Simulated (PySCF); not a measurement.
# How the method changes the shape and vibrations of CFH2OSi anion

Calculated results; nothing here was measured. The program is PySCF 2.14.0, an open-source quantum chemistry code, run on an isolated molecule that a program drew, which may never have been made. The molecule is CFH2OSi anion (charge -1, singlet), drawn as the SMILES string `C=[Si]([O-])F`.

The geometry was optimised and harmonic frequencies were computed with HF and MP2, all in the aug-cc-pV(D+d)Z basis, for the commonest isotopes, with a restricted reference for singlets and an unrestricted one otherwise, and a frozen core in MP2. Each result is a local minimum of its method.

Geometry at the HF minimum:
```xyz
6
CFH2OSi anion, angstrom
C     1.6286   -0.2589   -0.8755
Si   -0.0382   -0.6670   -0.7783
O    -1.3200   -0.2087   -1.4721
F    -0.2715   -1.8316    0.3375
H     1.9921    0.4970   -1.5605
H     2.3686   -0.7465   -0.2530
```

Lengths of the bonds as drawn, in Å (atoms numbered as above):
| bond | HF | MP2 |
|---|---|---|
| C1-Si2 | 1.719 | 1.740 |
| Si2-O3 | 1.528 | 1.573 |
| Si2-F4 | 1.630 | 1.671 |
| C1-H5 | 1.083 | 1.094 |
| C1-H6 | 1.083 | 1.094 |

Rotational constants, in GHz:
| constant | HF | MP2 |
|---|---|---|
| A | 8.203 | 7.826 |
| B | 7.028 | 6.76 |
| C | 3.785 | 3.627 |

Harmonic frequencies in cm^-1, each column in rising order, so a row needn't be the same motion in every method:
```
rank    HF   MP2
   1   301   274
   2   386   300
   3   389   341
   4   533   450
   5   574   501
   6   758   691
   7   815   747
   8   963   893
   9  1252  1132
  10  1480     ?
  11  3267  3164
  12  3352  3269
```

**Estimate the missing MP2 frequency from the HF column.**

A single factor s that minimises the squared misfit of MP2 against s times HF over the other rows is sum(HF x MP2) / sum(HF^2) = 0.9593, with an rms misfit of 47 cm^-1. For rank 10 it gives 0.9593 x 1480 = 1420 cm^-1. The calculation gives 1361 cm^-1, 59 cm^-1 below the estimate. The drawn bonds are on average 1.7 % longer in MP2 than in HF.
